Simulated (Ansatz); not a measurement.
## Ligand exchange: Nb(CH3)(OH)2O + Si2H6O2 → Nb(OH)3O + CH8OSi2

Species: Nb(CH3)(OH)2O, singlet; Si2H6O2 `O[SiH2][SiH2]O`, singlet; Nb(OH)3O, singlet; CH8OSi2 `C[SiH2][SiH2]O`, singlet. The partners trade CH3 for OH: Nb–CH3 and Si–OH bonds give way to Nb–OH and Si–CH3.

Shapes, held fixed at every level: PBE0-D4/def2-TZVP. Flexible molecules stand in one conformer, not always the lowest. Programs: Ansatz 0.2.0. Electronic energies: no zero-point or thermal term.

| level | kind | ΔE (kJ/mol) | less CCSD(T)/def2-TZVPP | CPU time (sum over the molecules) |
| --- | --- | --- | --- | --- |
| HF/def2-TZVPP | Hartree–Fock | -55.3 | +1.0 | – |
| PBE-D4/def2-TZVPP | GGA | -66.5 | -10.2 | 38 s |
| r2SCAN-D4/def2-TZVPP | meta-GGA | -64.0 | -7.7 | 64 s |
| wB97M-V/def2-TZVPP | range-separated hybrid | -58.5 | -2.2 | 2.6 min |
| wB97X-V/def2-TZVPP | range-separated hybrid | -62.1 | -5.8 | 1.9 min |
| CCSD/def2-TZVPP | coupled cluster or CI | -55.1 | +1.2 | – |
| CCSD(T)/def2-TZVPP | coupled cluster or CI | -56.3 | 0.0 | 37 min |

The highest level, CCSD(T)/def2-TZVPP, gives ΔE = -56.3 kJ/mol; the levels span -66.5 to -55.1. The column of differences is taken from that level and isn't an error. No measured value is set beside it here. T1 is large for Nb(CH3)(OH)2O (0.022), Nb(OH)3O (0.022), so single-reference values are less sure there. For atoms past krypton def2 sets carry core potentials with scalar relativity. Outer-core shells of Nb are correlated in most correlated rows, in sets that cover them unevenly. Times are processor times on shared x86 and Arm servers, and rough.
